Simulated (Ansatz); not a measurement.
C₄H₁₀Cl₂InN (`CC[N](CC)[In]([Cl])[Cl]`). Charge 0, multiplicity 1. In: def2 effective core potential. All single points use the PBE0-D4/def2-TZVP geometry. It is one conformer, not always the lowest.

```xyz
18

C    -0.425   -1.959    1.404
C     0.066   -0.529    1.440
N     0.341   -0.034    0.111
C     0.704    1.364    0.065
C     0.855    1.846   -1.361
In   -0.957   -0.650   -1.339
Cl   -0.322   -2.085   -3.037
Cl   -3.193   -0.001   -1.461
H     0.281   -2.603    0.874
H    -0.568   -2.362    2.408
H    -1.409   -2.031    0.912
H    -0.665    0.100    1.977
H     0.997   -0.485    2.026
H    -0.023    2.002    0.596
H     1.663    1.490    0.589
H    -0.111    1.831   -1.892
H     1.197    2.881   -1.402
H     1.568    1.227   -1.911
```

(1) What is the dipole moment at B3LYP/def2-TZVPP? (An estimate is asked.)

(2) And with PBE, r2SCAN, ωB97M-V? (Best estimate.)

(3) Give the Mulliken charges with B3LYP, ωB97M-V, PBE in def2-TZVPP. (Best estimate.)

Results:

(1) The calculation gave: 3.79 D, with components (2.08, 1.38, 2.85) D in this frame, pointing from negative to positive charge.

(2) Ansatz gave: PBE 3.81 D, r2SCAN 3.89 D, ωB97M-V 3.67 D.

(3) Ansatz gave: 
| atom | B3LYP | ωB97M-V | PBE |
| --- | --- | --- | --- |
| C1 | -0.29 | -0.38 | -0.28 |
| C2 | -0.01 | -0.07 | -0.02 |
| N3 | -0.37 | -0.36 | -0.30 |
| C4 | -0.01 | -0.07 | -0.02 |
| C5 | -0.29 | -0.38 | -0.28 |
| In6 | 0.89 | 0.78 | 0.78 |
| Cl7 | -0.36 | -0.33 | -0.34 |
| Cl8 | -0.38 | -0.34 | -0.36 |
| H9 | 0.12 | 0.15 | 0.12 |
| H10 | 0.09 | 0.11 | 0.09 |
| H11 | 0.07 | 0.10 | 0.08 |
| H12 | 0.06 | 0.11 | 0.06 |
| H13 | 0.07 | 0.10 | 0.07 |
| H14 | 0.06 | 0.11 | 0.06 |
| H15 | 0.07 | 0.10 | 0.07 |
| H16 | 0.07 | 0.10 | 0.08 |
| H17 | 0.09 | 0.11 | 0.09 |
| H18 | 0.12 | 0.15 | 0.12 |

B3LYP here is the variant with VWN-RPA as its local correlation; programs differ in this.
